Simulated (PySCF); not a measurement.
Geometry:
```tsv
atom	x (Å)	y (Å)	z (Å)
Si1	0.757	1.360	0.551
H2	0.708	1.418	2.046
C3	2.556	1.316	-0.001
H4	3.075	0.457	0.452
H5	3.091	2.234	0.290
H6	2.632	1.217	-1.096
C7	-0.062	2.904	-0.147
H8	-1.108	2.975	0.188
H9	-0.060	2.896	-1.249
H10	0.468	3.813	0.179
N11	-0.096	-0.080	0.057
C12	-0.207	-0.344	-1.372
C13	0.548	-1.601	-1.805
C14	-1.657	-0.358	-1.855
C15	-0.653	-1.067	0.976
C16	0.421	-1.730	1.837
C17	-1.782	-0.490	1.828
H18	0.283	0.506	-1.883
H19	0.116	-2.506	-1.350
H20	0.508	-1.730	-2.897
H21	1.604	-1.540	-1.500
H22	-2.222	-1.189	-1.403
H23	-2.161	0.581	-1.583
H24	-1.710	-0.480	-2.948
H25	-1.099	-1.862	0.355
H26	0.904	-0.992	2.498
H27	1.201	-2.180	1.206
H28	-0.007	-2.519	2.476
H29	-2.240	-1.265	2.463
H30	-1.407	0.306	2.491
H31	-2.565	-0.057	1.188
```

Geometry: PBE0-D3(BJ)/def2-SVP; GIAO shifts from PySCF 2.14, gas phase, non-relativistic, averaged over equivalent atoms.

At B3LYP/pcSseg-1 (282 basis functions):
| atoms | δ (ppm) |
| --- | --- |
| Si1 | -23.5 |
| H2 | 4.79 |
| H18/H25 | 2.77 |
| H19/H20/H21/H22/H23/H24/H26/H27/H28/H29/H30/H31 | 1.08 |
| H4/H5/H6/H8/H9/H10 | 0.06 |
| C12/C15 | 47.3 |
| C13/C14/C16/C17 | 25.7 |
| C3/C7 | -1.0 |
| N11 | 70.0 |

Referencing at the same level of theory: TMS for ²⁹Si (σ = 337.86 ppm) and ¹H (σ = 31.38 ppm) and ¹³C (σ = 179.24 ppm); NH3 for ¹⁵N (σ = 263.54 ppm).

**Question.** Estimate the result of repeating the calculation with PBE0/pcSseg-1.

**Answer.** 
```
                                          atoms  δ at PBE0/pcSseg-1  change
                                            Si1               -21.3    +2.2
                                             H2                4.90   +0.11
                                        H18/H25                2.76   -0.01
H19/H20/H21/H22/H23/H24/H26/H27/H28/H29/H30/H31                1.06   -0.02
                             H4/H5/H6/H8/H9/H10                0.07   +0.01
                                        C12/C15                45.7    -1.6
                                C13/C14/C16/C17                25.2    -0.5
                                          C3/C7                -0.9    +0.1
                                            N11                64.6    -5.4
```

References, each an isolated molecule treated in the same way: ²⁹Si (σref 351.99), ¹H (σref 31.27), ¹³C (σref 184.41) vs TMS; ¹⁵N (σref 265.67) vs NH3.

The largest change is at N11 (nitrogen bonded to 2 C, Si). Cost: 282 basis functions. The order of the carbon signals is the same at both levels.

Experimental scales use liquid or dissolved standards, which lie at an offset from isolated NH3 (liquid NH3: subtract about 20 ppm).
